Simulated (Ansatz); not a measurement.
Consider the redistribution: `C#C[SiH](O)F` + `OB(F)F` → `O[SiH](O)F` + `C#CB(F)F`.

Calculated with Ansatz (gas phase, PBE0-D4/def2-TZVP geometries, no zero-point term in ΔE). CBS: MP2 limit from def2 TZ/QZ plus the TZ coupled-cluster correction, frozen cores. This one scheme is used for every species. Each species was taken in one conformer, which may not be the lowest.

`C#C[SiH](O)F`:

```xyz
8

C    -1.968   -0.813   -0.282
C    -0.836   -0.396   -0.283
Si    0.885    0.195   -0.263
O     1.371    0.517    1.253
F     0.929    1.505   -1.165
H    -2.969   -1.180   -0.286
H     1.826   -0.783   -0.826
H     0.762    0.956    1.850
```

`OB(F)F`:

Z-matrix (Å, degrees):
```
B
O 1 1.345
F 1 1.327 2 122.2
F 1 1.317 2 119.5 3 -180.0
H 2 0.960 1 113.5 3 -0.0
```

`O[SiH](O)F`:

Z-matrix (Å, degrees):
```
Si
O 1 1.619
F 1 1.595 2 111.7
O 1 1.630 2 108.7 3 118.8
H 1 1.469 2 107.5 3 -117.0
H 2 0.959 1 118.7 3 -79.5
H 4 0.958 1 118.6 2 -158.0
```

`C#CB(F)F`:

Cartesian coordinates in Å:
```
C -0.412 1.235 -0.950
C -0.104 0.313 -0.241
B 0.285 -0.853 0.656
F -0.397 -1.127 1.747
F 1.314 -1.619 0.366
H -0.685 2.052 -1.578
```

```tsv
species	CCSD(T)/CBS(def2) energy (Eh)
`C#C[SiH](O)F`	-542.02392
`OB(F)F`	-300.33752
`O[SiH](O)F`	-541.20494
`C#CB(F)F`	-301.15247
```

**Question.** Work out ΔE.

**Answer.** ΔE = (-541.20494) + (-301.15247) − (-542.02392) − (-300.33752) = 0.00403 Eh = +10.6 kJ/mol.

Largest T1 diagnostic among the species: 0.014.

Leaving LDA and LC-ωPBE aside and taking each functional with its dispersion term where it has one, the values, not all of them listed here, spread over 4.6 kJ/mol, from BLYP-D4 to HSE06-D4. At CCSD(T), def2-SVP lies +22.0 kJ/mol from the extrapolated value and def2-TZVPP +1.9 kJ/mol.
